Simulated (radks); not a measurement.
The numbers below are computed, except where a source is named.
Question: The mean radii <r> (bohr) of the occupied orbitals of an atom or ion are listed with their occupations. Code: a radial shooting solver on a logarithmic mesh with Libxc functionals. Model: scalar-relativistic Kohn-Sham, PBE, spin-unpolarised, spherical densities, finite nucleus; Fermi nuclear charge, rms radius of each element as measured or else 0.836 A^(1/3) + 0.57 fm.

| orbital | occ. | <r> |
|---|---|---|
| 1s | 2 | 0.03186 |
| 2s | 2 | 0.1375 |
| 2p | 6 | 0.1198 |
| 3s | 2 | 0.3526 |
| 3p | 6 | 0.3455 |
| 3d | 3 | 0.3116 |

Name the element and its charge.

Answer: Z = 46, palladium, charge +25: Pd25+ in [Ar] 3d3. The 1s radius gives Z: for a bare nucleus <r> = (2 gamma + 1)/(2Z) with gamma = sqrt(1 - (Z/c)^2), 0.03135 bohr for Z = 46, and screening makes it slightly larger (0.03186 here). The occupations add up to 21, and the charge is Z minus that.
